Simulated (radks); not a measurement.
Q: These are the eigenvalues of the occupied orbitals of an atom or ion with whole-number occupations (eV). Method: Dirac Kohn-Sham, PBE, spin-unpolarised, spherical densities, point nucleus; computed with a radial shooting solver on a logarithmic mesh with Libxc functionals.

| orbital | eigenvalue |
|---|---|
| 1s1/2 | -38963.58 |
| 2s1/2 | -6402.481 |
| 2p1/2 | -6052.171 |
| 2p3/2 | -5638.842 |
| 3s1/2 | -1553.357 |
| 3p1/2 | -1405.818 |
| 3p3/2 | -1324.935 |
| 3d3/2 | -1067.014 |
| 3d5/2 | -1049.671 |
| 4s1/2 | -488.7825 |
| 4p1/2 | -433.5157 |
| 4p3/2 | -415.2371 |
| 4d3/2 | -323.6231 |
| 4d5/2 | -320.2387 |

Which element is it, and in what charge state? The configuration may be excited. Open shells, if any, are shared by 2j + 1.

A: Z = 57, lanthanum, charge +13: La13+ in [Kr] 4d8. The list shows which subshells hold electrons but not how many an open one holds; the 1s level, -1431.9 hartree, gives Z - s = 53.5 by -(Z - s)^2/2, which with screening and relativity narrows Z to a few neighbours, and the depths of the outer levels then fix element, charge and occupations together.
